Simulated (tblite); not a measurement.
Q: What does the GFN2-xTB structure of `Cc1ccc(C(F)(F)F)nn1` look like in three dimensions?

A: 
Z-matrix in Å and degrees, rows numbered from 1:
```
C 
C   1  1.4896
C   2  1.4028  1  121.86
C   3  1.3776  2  117.72  1   179.90
C   4  1.3981  3  116.20  2    -0.13
C   5  1.5083  4  120.13  3   178.84
F   6  1.3462  5  111.25  4   -81.16
F   6  1.3296  5  113.77  4   157.67
F   6  1.3466  5  111.34  4    36.70
N   5  1.3197  4  123.05  3     0.40
N  10  1.2918  5  120.35  4    -0.43
H   1  1.0889  2  110.21  3    59.76
H   1  1.0856  2  109.46  3  -179.81
H   1  1.0888  2  110.21  3   -59.38
H   3  1.0796  2  120.72  1    -0.15
H   4  1.0793  3  122.69  2  -179.86
```

Of the pairs four or more bonds apart, F9···H16 is among the closest relative to their van der Waals radii: 2.57 Å, 96 % of the sum of Bondi's values. The 6-membered ring C2–C3–C4–C5–N10–N11 has internal angles of 116.2° to 123.0° (sum 720°, against 720° for a flat polygon); it is planar, 0.00 Å rms from its mean plane, widest ring torsion 0°. The C–C distances run from 1.378 Å (C3–C4, aromatic) to 1.508 Å (C5–C6, drawn single), a spread of 0.130 Å.

The geometry is computed with GFN2-xTB (gas phase).

Point group: C1 (no symmetry element, even within 0.4 Å). Its lowest GFN2-xTB frequency is 12 cm⁻¹, too small to tell a flat minimum from a shallow saddle.
